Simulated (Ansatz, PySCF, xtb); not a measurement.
Pulling on the Al1–H2 bond in AlClH2 (SMILES [AlH2][Cl]) (multiplicity 1 held, fragments rigid). Energies count from the point at 1.569 Å.
Geometry at that point (charge 0, multiplicity 1):
```csv
atom,x (Å),y (Å),z (Å)
Al,-0.0049,-0.3511,-1.0144
H,-1.3925,-0.4549,-1.7398
H,1.3762,-0.7220,-1.6606
Cl,0.0047,0.3377,0.9757
```

Restricted levels (R-, RO-) in cc, def2 and unpolarised 6-31G sets keep to the state of the molecule at rest. U- levels take the lowest unrestricted solution at each point, which mixes spins at long bonds. Active spaces are followed from a long bond inwards. Levels need not reach the same state.

Frozen-core correlation. Rows in 6-31G* carry no dispersion term and start afresh at each structure (6-31G* with six Cartesian d functions).

Programs: Ansatz (Gaussian orbitals); PySCF for 6-31G* rows; xtb for the GFN methods.  The GFN methods have no spin term and hold the electronic entropy of 300 K.

Energies in kcal/mol.

```
R (Å)  GFN2-xTB  U-B3LYP/6-31G*  R-SCS-MP2/cc-pV(T+d)Z  FIC-MRCISD+Q on CASSCF(2,2)/cc-pV(T+d)Z
-----  --------  --------------  ---------------------  ---------------------------------------
1.255      20.5            26.8                   25.2                                     25.5
1.412       2.5             5.6                    4.8                                      5.0
1.569       0.0             0.0                    0.0                                      0.0
1.726       3.5             2.9                    3.6                                      3.2
1.883       9.4            10.2                   11.5                                     10.7
2.118      20.2            24.7                   27.0                                     25.2
2.354      32.2            40.0                   43.4                                     40.1
2.746      52.3            62.9                   68.2                                     60.9
3.139      70.6            75.8                   87.7                                     74.6
3.609      87.6            82.2                  103.7                                     82.8
4.237     101.0            84.8                  113.9                                     86.3
5.022     107.1            85.6                  112.1                                     87.1
```

Doubts at one or more of the structures used: a spin-contaminated determinant (U-B3LYP/6-31G*); a restricted determinant that unrestricted orbitals would lower (R-SCS-MP2/cc-pV(T+d)Z).

Ansatz is a first-principles code.
